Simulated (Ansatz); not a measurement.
The cluster Cu2F2⁻. Charge -1, multiplicity 2. Geometry PBE0-D4/def2-SVPD, basis def2-TZVPD, Ansatz.

| atom | x (Å) | y (Å) | z (Å) |
| --- | --- | --- | --- |
| Cu1 | -1.064 | 0.364 | 0.354 |
| Cu2 | 1.064 | -0.364 | -0.354 |
| F3 | -2.838 | 0.737 | 0.096 |
| F4 | 2.838 | -0.736 | -0.097 |

```csv
run,HOMO (eV),LUMO (eV)
A,-1.02,0.13
B,-3.84,3.09
C,-0.90,-0.03
D,-0.75,-0.08
E,-1.80,1.06
```

Another isomer (doublet) lies 0.25 eV lower at PBE0-D4/def2-TZVPD; other spin states weren't run for this one.

HOMO and LUMO are taken over both spins.

The runs used B97M-V, PBE, PBE0, r2SCAN, ωB97X-V. Estimate which is which.

A r2SCAN (0 % exact exchange); B ωB97X-V (range-separated); C B97M-V (0 % exact exchange); D PBE (0 % exact exchange); E PBE0 (25 % exact exchange). Exact exchange lowers occupied and raises empty levels; among semilocal functionals meta-GGAs tend to open the gap a little, and such runs are hard to tell apart. The gap grows from 0.67 eV (PBE) to 6.93 eV (ωB97X-V).
